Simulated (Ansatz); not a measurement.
A made-up structure of MgHTeI, closed shell:

```xyz
4
angstrom
Te -2.2473 0.0765 0.0802
Mg 0.6170 -0.4014 0.4387
I 3.3970 -0.8779 0.8020
H -1.7668 1.2028 -1.3210
```

It is relaxed with PBE-D4/def2-SVP and then PBE0-D4/def2-TZVP (Ansatz 0.2.0). Atoms count as bonded within 1.22 times the sum of their covalent radii (H–H: 0.88 Å). The end point is not checked to be a true minimum.

(1) Does its bonding change? (A judgement: the text doesn't fix the answer.)

## Answers

(1) Computed: No: no bond forms or breaks.

Where it ends: The first stage lowers the energy by 0.62 eV in 6 steps. It ends as MgHTeI ([TeH][Mg][I]):
```
atom    x (Å)    y (Å)    z (Å)
 Te1  -2.0068   0.0676   0.0725
 Mg2   0.5506  -0.3584   0.3918
  I3   3.0332  -0.7823   0.7142
  H4  -1.5770   1.0730  -1.1785
```

Labels in which every atom is bracketed show which atoms are joined, not bond orders.

For scale, one of the runs: PBE0-D4/def2-TZVP relaxation, 138 basis functions, launched by `ansatz run in.yaml --threads 2 --pin off --events-out ev --progress --plain --max-ram 4352MiB`. Hardware: 2 CPU threads of an Arm Neoverse V1, shared host. Wall time about 19 s.
